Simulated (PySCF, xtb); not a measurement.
1-fluorobuta-1,2-diene (C4H5F), SMILES CC=C=CF.

Harmonic wavenumbers (cm⁻¹) from GFN2-xTB (xtb) at its own minimum, in rising order: 128, 140, 192, 309, 490, 570, 702, 846, 905, 1016, 1029, 1087, 1171, 1234, 1391, 1425, 1471, 1482, 2084, 3008, 3019, 3021, 3050, 3057.

What does PySCF with PBE0-D3(BJ)/def2-SVP give at its own minimum? (An estimate is asked for; the answer gives what the named calculation found.)

139, 159, 218, 339, 529, 626, 784, 890, 894, 1044, 1068, 1123, 1212, 1310, 1382, 1441, 1450, 1509, 2114, 3052, 3133, 3134, 3180, 3206. Paired by order, the mean absolute difference is 50 cm⁻¹ and the zero-point energies are 46.9 and 48.5 kcal/mol.
